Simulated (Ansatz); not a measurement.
`C[O][SnH2][SeH]` + HBr → `C[O][SnH2][Br]` + H₂Se  (ligand exchange at the Sn–Se bond)

Gas-phase electronic energies from Ansatz, PBE0-D4/def2-TZVP geometries. CBS: MP2 limit from def2 TZ/QZ plus the TZ coupled-cluster correction, frozen cores. Functionals use def2-TZVPP. B3LYP here is the variant with VWN-RPA as its local correlation; programs differ in this. def2 core potentials past Kr. For Br, Se, Sn outer-core shells are correlated without core-valence functions, which leaves a few kJ/mol of doubt a bond. Scalar relativity is left out up to krypton. Each species was taken in one conformer, which may not be the lowest.

`C[O][SnH2][SeH]`:

Z-matrix (Å, degrees):
```
C
O 1 1.405
H 1 1.100 2 112.4
H 1 1.098 2 112.3 3 122.2
H 1 1.094 2 108.2 3 -118.8
Sn 2 1.963 1 119.7 3 -63.2
Se 6 2.527 2 108.8 1 -55.2
H 6 1.696 2 103.6 1 -172.6
H 6 1.707 2 108.1 1 63.0
H 7 1.469 6 91.5 2 95.7
```

HBr:

Cartesian coordinates in Å:
```
Br 0.539 -0.453 0.091
H -0.539 0.453 -0.091
```

`C[O][SnH2][Br]`:

```xyz
9

C    -1.065    0.252   -0.991
O    -0.661   -0.720   -0.056
Sn    0.847   -0.374    1.133
Br    2.800    0.096   -0.321
H    -0.281    0.467   -1.728
H    -1.935   -0.137   -1.525
H    -1.356    1.197   -0.513
H     1.099   -1.823    1.972
H     0.551    1.044    2.029
```

H₂Se:

Cartesian coordinates in Å:
```
Se -0.381 0.046 -0.566
H 0.610 0.915 0.078
H -0.229 -0.961 0.489
```

```csv
level,ΔE (kJ/mol),difference from CCSD(T)/CBS
LDA (SPW92),-22.0,5.0
PBE-D4,-23.9,3.1
revPBE-D4,-23.8,3.2
BLYP-D4,-26.2,0.8
r2SCAN-D4,-28.5,-1.5
B97M-V,-32.9,-5.9
PBE0-D4,-26.2,0.8
B3LYP-D4,-28.0,-1.0
r2SCANh-D4,-28.7,-1.7
r2SCAN0-D4,-29.0,-2.0
BHLYP-D4,-31.3,-4.3
CAM-B3LYP-D4,-30.1,-3.1
ωB97X-V,-30.9,-3.9
ωB97M-V,-29.4,-2.4
B2PLYP,-29.3,-2.3
PBE-QIDH,-27.8,-0.8
PBE,-25.5,1.5
revPBE,-26.7,0.3
BLYP,-29.1,-2.1
r2SCAN,-29.0,-2.0
PBE0,-27.6,-0.6
B3LYP,-30.5,-3.5
r2SCAN0,-29.6,-2.6
BHLYP,-33.7,-6.7
CAM-B3LYP,-31.7,-4.7
LC-ωPBE,-29.8,-2.8
RPA@PBE/def2-TZVPP,-26.0,1.0
MP2/def2-SVP,-29.2,-2.2
CCSD/def2-SVP,-30.1,-3.1
CCSD(T)/def2-SVP,-28.6,-1.6
HF/def2-TZVPP,-40.6,-13.6
MP2/def2-TZVPP,-25.1,1.9
SCS-MP2/def2-TZVPP,-27.9,-0.9
CCSD/def2-TZVPP,-28.2,-1.2
HF/def2-QZVPP,-41.1,-14.1
MP2/def2-QZVPP,-25.7,1.3
SCS-MP2/def2-QZVPP,-28.5,-1.5
HF/CBS(def2),-41.2,-14.2
MP2/CBS(def2),-25.8,1.2
CCSD/CBS(def2),-28.8,-1.8
CCSD(T)/CBS,-27.0,0
```

Largest T1 diagnostic among the species: 0.012.

Leaving LDA and LC-ωPBE aside and taking each functional with its dispersion term where it has one, the values spread over 9.0 kJ/mol, from B97M-V to revPBE-D4. LDA lies +3.5 kJ/mol from PBE without D4. In def2-TZVPP, CCSD(T) changes the Hartree–Fock value by +14.3 kJ/mol (the triples alone add +1.8 kJ/mol) and MP2 by +15.5 kJ/mol.
